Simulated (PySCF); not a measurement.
Al(H)(OH)(SeH) (AlH3OSe), SMILES [OH][AlH][SeH]. Atoms are numbered in the order given.

```xyz
6

Al    -0.5680    -1.1443     0.0000
H     -2.0984    -1.5665     0.0000
O      0.7115    -2.2839     0.0000
H      0.5297    -3.2342     0.0000
Se     0.0524     1.0957     0.0000
H      1.4797     0.6928     0.0000
```
Charge 0, spin multiplicity 1.

Geometry optimised at PBE-D3(BJ)/def2-TZVP. The values are those of a single conformer.

All values below come from C-PCM-ωB97X/def2-SVP run with PySCF.

The values are the electrostatic part of the solvation free energy, E(continuum) − E(gas) at the gas-phase geometry, in a cavity of scaled van der Waals radii (PySCF's table); cavitation and dispersion terms are not included. A continuum can't describe solvent molecules that bind to the metal. In vacuum the orbital gap is 10.75 eV. The dipole moment in vacuum is 2.03 D.

```tsv
solvent	ε	ΔG(elec) (kcal/mol)	dipole (D)	gap (eV)
water	78.36	-7.3	2.69	11.22
1-octanol	9.86	-6.5	2.61	11.17
N,N-dimethylformamide	37.22	-7.1	2.67	11.22
```
